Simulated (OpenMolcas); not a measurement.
Os4+ in a point-charge field

Os4+ among 4 point charges of -2.5 e arranged as a tetrahedron (Td), 1.96 Å from the ion.

```yaml
Program: OpenMolcas 26.06
Method: CASSCF
Basis: ANO-RCC-VTZP [8s7p5d3f2g1h]
Scalar_Hamiltonian: DKH2, point nucleus
Active_space: 4 electrons in 5 orbitals (5d)
State_averaging: 2S+1 = 5 even, 5 roots; 2S+1 = 3 even, 45 roots; 2S+1 = 1 even, 50 roots
Spin-orbit_coupling: RASSI with atomic mean-field integrals over the reference wave functions
```

The lowest spin-free states (labels of Td), above the lowest:

| State | Degeneracy | E (cm-1) | Free-ion L (%) |
| --- | --- | --- | --- |
| 5T2 | 3 | 0.0 | D (100) |
| 5E | 2 | 4581 | D (100) |
| 3T1 | 3 | 14893 | H (61) |
| 3T2 | 3 | 16832 | H (74) |
| 3T1 | 3 | 18732 | H (67) |
| 1A1 | 1 | 19513 | I (48) |
| 3E | 2 | 20354 | H (74) |
| 3T2 | 3 | 20508 | G (73) |
| 3T1 | 3 | 21378 | P (57) |
| 1T1 | 3 | 22968 | I (67) |
| 3T2 | 3 | 23700 | F (72) |
| 3T1 | 3 | 23858 | H (43) |
| 3A2 | 1 | 24333 | F (100) |
| 3E | 2 | 24433 | G (73) |
| 1T2 | 3 | 26087 | I (95) |
| 3A1 | 1 | 27021 | G (100) |
| 1E | 2 | 27741 | G (65) |
| 3T1 | 3 | 28065 | G (45) |
| 1A1 | 1 | 28513 | I (48) |
| 3T2 | 3 | 28860 | D (90) |

The lowest levels with spin-orbit coupling:

| E (cm-1) | Degeneracy | Label | 2S+1 |
| --- | --- | --- | --- |
| 0.0 | 1 | A1 | 5 (71 %) |
| 3517 | 3 | T1 | 5 (87 %) |
| 6357 | 3 | T2 | 5 |
| 7484 | 2 | E | 5 |
| 9088 | 3 | T1 | 5 |
| 10261 | 3 | T2 | 5 (89 %) |
| 12909 | 1 | A2 | 5 (86 %) |
| 13487 | 3 | T2 | 5 (82 %) |
| 13617 | 2 | E | 5 (75 %) |
| 13645 | 1 | A1 | 5 (65 %) |
| 13769 | 3 | T1 | 5 (75 %) |
| 17114 | 1 | A1 | 3 (51 %) |
| 20592 | 2 | E | 3 (79 %) |
| 20879 | 3 | T1 | 3 (75 %) |
| 21872 | 3 | T2 | 3 (86 %) |
| 23106 | 1 | A2 | 3 (89 %) |
| 23665 | 1 | A1 | 3 (67 %) |
| 24053 | 3 | T1 | 3 (86 %) |
| 24367 | 3 | T2 | 3 |
| 25473 | 3 | T1 | 3 |

Powder χT (cm3 K/mol): 0 at 2 K, 0.00286 at 10 K, 0.0143 at 50 K, 0.0286 at 100 K, 0.0571 at 200 K, 0.0857 at 300 K. The effective moment at 300 K is 2.828 √(χT) = 0.83 μB.

A least-squares ligand-field fit to the states below 45000 cm-1, each weighted by its degeneracy and with a free common offset, gives 10Dq = -4716 cm-1 (negative for this site), B = 840 cm-1 and C = 3580 cm-1 (C/B = 4.26), with an rms deviation of 137 cm-1.

Spin-orbit coupling mixes the spin-free states strongly: the lowest level takes only 54 % from its leading state, 5T2. Without dynamic correlation the repulsion within the d shell is too large (B by tens of per cent), so at a given field states of lower spin stand too high. Point charges give a weaker field than real ligands, and real ions of this kind are as a rule low spin; the high spin found here belongs to the model. The ground term spreads over less than 5000 cm-1, several times less than with real ligands, so orbital moments are less quenched and χT lies further from the spin-only value than at real sites. This is an electrostatic model: the charges have no orbitals. No measured value stands beside these numbers.
